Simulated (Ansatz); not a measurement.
A structure relaxed at r2SCAN-D4/def2-SVP in Ansatz, charge 0, singlet:

```xyz
10

Al    0.4163   -0.4992   -1.3901
Al   -2.0494   -0.9046   -1.1062
Al    1.7836    0.9518    0.9682
Al   -1.0372   -0.2370    1.0935
O     0.2091    0.6530    1.7402
O     1.6408    0.4157   -0.7241
O    -2.6054   -0.0965    0.3409
O    -0.5148   -1.4555   -0.1508
O    -1.0012   -0.3965   -2.4073
O     3.1582    1.5689    1.6357
```

(1) Give its formula and point group.

(2) Summarise the bond lengths by kind (pairs closer than 1.2 times the sum of covalent radii, bridged metal pairs left out).

## Answers

(1) Al4O6. Point group Cs (tolerance 0.1 Å).

(2) 12 × Al–O 1.65 to 1.89 Å.

Another isomer (singlet) lies 2.82 eV lower at PBE0-D4/def2-TZVP; other spin states weren't run for this one.
